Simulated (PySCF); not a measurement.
HFMgO, singlet, geometry from GFN2-xTB (such geometries of metal compounds can be far from the true shape); CASSCF(6,5)/STO-3G (PySCF).

The PySCF input:
```python
from pyscf import gto, scf, mcscf
import numpy

mol = gto.Mole()
mol.atom = '''
    Mg   -0.040089   -0.146527   -0.491449
    F     1.101284    1.075410   -0.129951
    O    -1.056383   -0.910529    0.683924
    H    -0.979434   -0.636133    1.595552
'''
mol.basis = 'sto-3g'
mol.charge = 0
mol.spin = 0
mol.verbose = 4
mol.build()

mf = scf.RHF(mol)
mf.kernel()
mc = mcscf.CASSCF(mf, 5, 6)
mc.fix_spin_(ss=0.0)
mc.kernel()
occ = numpy.linalg.eigvalsh(mc.fcisolver.make_rdm1(mc.ci, mc.ncas, mc.nelecas))[::-1]
ss = mc.fcisolver.spin_square(mc.ci, mc.ncas, mc.nelecas)[0]
print('natural occupations', occ.round(4), ' <S^2>', round(ss, 4))
```

Write the output that PySCF gives for this input, abridged.


```
PySCF version 2.14.0

[INPUT] verbose = 4
[INPUT] num. atoms = 4
[INPUT] num. electrons = 30
[INPUT] charge = 0
[INPUT] spin (= nelec alpha-beta = 2S) = 0
[INPUT] symmetry False subgroup None
[INPUT] Mole.unit = angstrom
[INPUT] Symbol           X                Y                Z      unit          X                Y                Z       unit  Magmom
[...]
nuclear repulsion = 83.9007704137745
number of shells = 12
number of NR pGTOs = 60
number of NR cGTOs = 20
basis = sto-3g
ecp = {}

******** <class 'pyscf.scf.hf.RHF'> ********
method = RHF
initial guess = minao
damping factor = 0
level_shift factor = 0
DIIS = <class 'pyscf.scf.diis.CDIIS'>
diis_start_cycle = 1
diis_space = 8
diis_damp = 0
SCF conv_tol = 1e-09
SCF conv_tol_grad = None
SCF max_cycles = 50
direct_scf = True
direct_scf_tol = 1e-13
Set gradient conv threshold to 3.16228e-05
Initial guess from minao.
init E= -369.170521926332
[...]
cycle= 1 E= -369.448651021707  delta_E= -0.278  |g|= 0.572  |ddm|= 2.54
[...]
cycle= 2 E= -369.581905342224  delta_E= -0.133  |g|= 0.125  |ddm|= 1.06
[...]
cycle= 3 E= -369.58739625074  delta_E= -0.00549  |g|= 0.0245  |ddm|= 0.182
[...]
cycle= 4 E= -369.587781580865  delta_E= -0.000385  |g|= 0.00533  |ddm|= 0.0548
[...]
cycle= 5 E= -369.587809494987  delta_E= -2.79e-05  |g|= 0.00124  |ddm|= 0.017
[...]
cycle= 6 E= -369.587811341692  delta_E= -1.85e-06  |g|= 0.000152  |ddm|= 0.00512
[...]
cycle= 7 E= -369.587811368289  delta_E= -2.66e-08  |g|= 3.96e-05  |ddm|= 0.000573
[...]
cycle= 8 E= -369.587811370071  delta_E= -1.78e-09  |g|= 9.66e-06  |ddm|= 0.00015
[...]
cycle= 9 E= -369.587811370175  delta_E= -1.04e-10  |g|= 2.07e-06  |ddm|= 3.84e-05
[...]
Extra cycle  E= -369.587811370178  delta_E= -3.64e-12  |g|= 9.59e-07  |ddm|= 4.96e-06
converged SCF energy = -369.587811370178

******** <class 'pyscf.mcscf.mc1step.CASSCF'> ********
CAS (3e+3e, 5o), ncore = 12, nvir = 3
max_cycle_macro = 50
max_cycle_micro = 4
conv_tol = 1e-07
conv_tol_grad = None
orbital rotation max_stepsize = 0.02
orbital rotation threshold for CI restart = 0.01
augmented hessian ah_max_cycle = 30
augmented hessian ah_conv_tol = 1e-12
augmented hessian ah_linear dependence = 1e-14
augmented hessian ah_level shift = 1e-08
augmented hessian ah_start_tol = 2.5
augmented hessian ah_start_cycle = 3
augmented hessian ah_grad_trust_region = 3
kf_trust_region = 3
kf_interval = 4
ci_response_space = 4
ci_grad_trust_region = 3
with_dep4 0
natorb = False
canonicalization = True
sorting_mo_energy = False
ao2mo_level = 2
internal_rotation = False
******** <class 'pyscf.fci.addons.SpinPenaltyFCISolver'> ********
max. cycles = 50
conv_tol = 1e-08
davidson only = True
linear dependence = 1e-12
level shift = 0.001
max iter space = 12
nroots = 1
pspace_size = 400
spin = None
CASCI E = -369.590495979849  S^2 = 0.0000000
Set conv_tol_grad to 0.000316228
macro iter   1 ( 12 JK    3 micro), CASSCF E = -369.592996216463  dE = -2.50023661e-03  S^2 = 0.0000000
               |grad[o]|=0.00833  |grad[c]|=0.00785  |ddm|=0.0295  |maxRot[o]|=0.137
macro iter   2 ( 21 JK    4 micro), CASSCF E = -369.599331053436  dE = -6.33483697e-03  S^2 = 0.0000000
               |grad[o]|=0.0142  |grad[c]|=0.0823  |ddm|=0.058  |maxRot[o]|=0.271
macro iter   3 ( 21 JK    4 micro), CASSCF E = -369.603761533577  dE = -4.43048014e-03  S^2 = 0.0000000
               |grad[o]|=0.0199  |grad[c]|=0.178  |ddm|=0.0625  |maxRot[o]|=0.251
macro iter   4 ( 21 JK    4 micro), CASSCF E = -369.606331608906  dE = -2.57007533e-03  S^2 = 0.0000000
               |grad[o]|=0.0178  |grad[c]|=0.00732  |ddm|=0.0154  |maxRot[o]|=0.126
macro iter   5 ( 21 JK    4 micro), CASSCF E = -369.607707730766  dE = -1.37612186e-03  S^2 = 0.0000000
               |grad[o]|=0.0176  |grad[c]|=0.0103  |ddm|=0.00936  |maxRot[o]|=0.118
macro iter   6 ( 21 JK    4 micro), CASSCF E = -369.608493754696  dE = -7.86023930e-04  S^2 = 0.0000000
               |grad[o]|=0.0178  |grad[c]|=0.0128  |ddm|=0.00365  |maxRot[o]|=0.0902
[...]
macro iter  32 (  7 JK    2 micro), CASSCF E = -369.610363869448  dE = -3.07594789e-05  S^2 = 0.0000000
               |grad[o]|=0.00489  |grad[c]|=0.0034  |ddm|=0.000868  |maxRot[o]|=0.0579
macro iter  33 (  7 JK    2 micro), CASSCF E = -369.610424563497  dE = -6.06940492e-05  S^2 = 0.0000000
               |grad[o]|=0.00519  |grad[c]|=0.00168  |ddm|=0.00136  |maxRot[o]|=0.0636
macro iter  34 (  7 JK    2 micro), CASSCF E = -369.610535160796  dE = -1.10597299e-04  S^2 = 0.0000000
               |grad[o]|=0.00489  |grad[c]|=0.00179  |ddm|=0.000374  |maxRot[o]|=0.0659
macro iter  35 (  7 JK    2 micro), CASSCF E = -369.610596331751  dE = -6.11709543e-05  S^2 = 0.0000000
               |grad[o]|=0.0035  |grad[c]|=0.00149  |ddm|=0.00164  |maxRot[o]|=0.0682
macro iter  36 (  7 JK    2 micro), CASSCF E = -369.610622975557  dE = -2.66438063e-05  S^2 = 0.0000000
               |grad[o]|=0.00345  |grad[c]|=0.000402  |ddm|=0.00172  |maxRot[o]|=0.069
macro iter  37 (  7 JK    2 micro), CASSCF E = -369.610648744706  dE = -2.57691493e-05  S^2 = 0.0000000
               |grad[o]|=0.00187  |grad[c]|=0.000492  |ddm|=0.0024  |maxRot[o]|=0.0678
macro iter  38 (  7 JK    2 micro), CASSCF E = -369.610675589747  dE = -2.68450406e-05  S^2 = 0.0000000
               |grad[o]|=0.00293  |grad[c]|=0.0031  |ddm|=0.00221  |maxRot[o]|=0.0696
macro iter  39 (  7 JK    2 micro), CASSCF E = -369.610693522961  dE = -1.79332141e-05  S^2 = 0.0000000
               |grad[o]|=0.00158  |grad[c]|=0.00455  |ddm|=0.00144  |maxRot[o]|=0.0697
macro iter  40 (  7 JK    2 micro), CASSCF E = -369.610703594706  dE = -1.00717454e-05  S^2 = 0.0000000
               |grad[o]|=0.00176  |grad[c]|=0.00468  |ddm|=0.00108  |maxRot[o]|=0.0698
macro iter  41 ( 12 JK    3 micro), CASSCF E = -369.610682615281  dE =  2.09794252e-05  S^2 = 0.0000000
               |grad[o]|=0.000582  |grad[c]|=0.00873  |ddm|=0.00185  |maxRot[o]|= 0.06
macro iter  42 ( 21 JK    4 micro), CASSCF E = -369.610705844604  dE = -2.32293231e-05  S^2 = 0.0000000
               |grad[o]|=0.0015  |grad[c]|=0.0125  |ddm|=0.000693  |maxRot[o]|=0.0955
macro iter  43 ( 18 JK    4 micro), CASSCF E = -369.610697746142  dE =  8.09846199e-06  S^2 = 0.0000000
               |grad[o]|=0.00131  |grad[c]|=0.00399  |ddm|=0.000768  |maxRot[o]|=0.0804
macro iter  44 ( 21 JK    4 micro), CASSCF E = -369.610697951598  dE = -2.05456217e-07  S^2 = 0.0000000
               |grad[o]|=0.00237  |grad[c]|=0.002  |ddm|=0.00116  |maxRot[o]|=0.0425
macro iter  45 ( 12 JK    3 micro), CASSCF E = -369.610699802150  dE = -1.85055171e-06  S^2 = 0.0000000
               |grad[o]|=0.00167  |grad[c]|=0.000315  |ddm|=0.00252  |maxRot[o]|=0.0349
macro iter  46 ( 10 JK    3 micro), CASSCF E = -369.610696861913  dE =  2.94023732e-06  S^2 = 0.0000000
               |grad[o]|=0.0013  |grad[c]|=0.00274  |ddm|=0.0048  |maxRot[o]|=0.0681
macro iter  47 ( 21 JK    4 micro), CASSCF E = -369.610699931186  dE = -3.06927268e-06  S^2 = 0.0000000
               |grad[o]|=0.00301  |grad[c]|=0.000655  |ddm|=0.000335  |maxRot[o]|=0.00798
macro iter  48 ( 21 JK    4 micro), CASSCF E = -369.610701661835  dE = -1.73064905e-06  S^2 = 0.0000000
               |grad[o]|=0.00177  |grad[c]|=0.00148  |ddm|=0.000387  |maxRot[o]|=0.043
macro iter  49 (  7 JK    2 micro), CASSCF E = -369.610713777122  dE = -1.21152872e-05  S^2 = 0.0000000
               |grad[o]|=0.00128  |grad[c]|=0.000911  |ddm|=0.00264  |maxRot[o]|= 0.04
macro iter  50 (  7 JK    2 micro), CASSCF E = -369.610742626381  dE = -2.88492590e-05  S^2 = 0.0000000
               |grad[o]|=0.000897  |grad[c]|=0.0115  |ddm|=0.00143  |maxRot[o]|=0.0565
1-step CASSCF not converged,  50 macro (712 JK 155 micro) steps
CASSCF canonicalization
Density matrix diagonal elements [1.97949008 1.99321683 1.98566165 0.03482524 0.0068062 ]
CASSCF energy = -369.610742626381
CASCI E = -369.610742626381  E(CI) = -10.7069697303152  S^2 = 0.0000000
natural occupations [1.9997 1.9936 1.9684 0.0319 0.0064]  <S^2> 0.0
```

The run did not converge; its last values are not results.
